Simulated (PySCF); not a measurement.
## Structure elucidation problem

Molecular formula: C₃H₃F₃N₂. Simulated spectra:

¹H NMR (500 MHz, computed): δ 6.10 (m, 1H), 6.02 (m, 1H), 5.92 (m, 1H).

¹³C{¹H} NMR (computed): δ 129.8 (C), 108.6 (CH), 106.4 (CH2).

Theoretical values (PySCF 2.14.0 with density-fitted response routines): structure optimised with GFN2-xTB, σ from GIAO-PBE0/pcSseg-1. One computed conformer, fast rotation and ring inversion assumed for equivalent nuclei, no solvent model, non-relativistic.

δ = σ(ref) − σ, references computed at the same level: ¹H (σ = 31.72 ppm) and ¹³C (σ = 186.93 ppm) vs TMS.

Q: Deduce the structure.

A: 
Rings plus π bonds: 2 (no ring in the answer). 3 carbon signals for 3 carbons: no two carbons are equivalent. Carbon types of the structure: 1 × C, 1 × CH, 1 × CH2, which accounts for all hydrogens. δC 129.8: CF3 carbon; 3 electronegative neighbours deshield it. δC 108.6, 106.4: C=N carbon. δH 6.10, 6.02, 5.92: hydrogen on a C=N carbon.

Structure: SMILES N(/N=C)=C\C(F)(F)F.

The shifts were computed for this structure.

Splittings by ¹⁹F in the carbon and heteronuclear signals aren't shown, as no couplings were computed. Shifts are as computed. Against solution values, carbons near 30 ppm lie about +3 ppm off and those near 130 ppm about +5 ppm. Of 1211 compounds with measured shifts, 218 miss one by over three times the rms of a fit or turn the order of signals round; such compounds aren't used in these exercises. No couplings were computed; multiplicities are counted from neighbouring protons, with m where these are inequivalent, close in shift, in a saturated or five-membered ring or joined by F or P, and br s for small geminal =CH2 splittings.
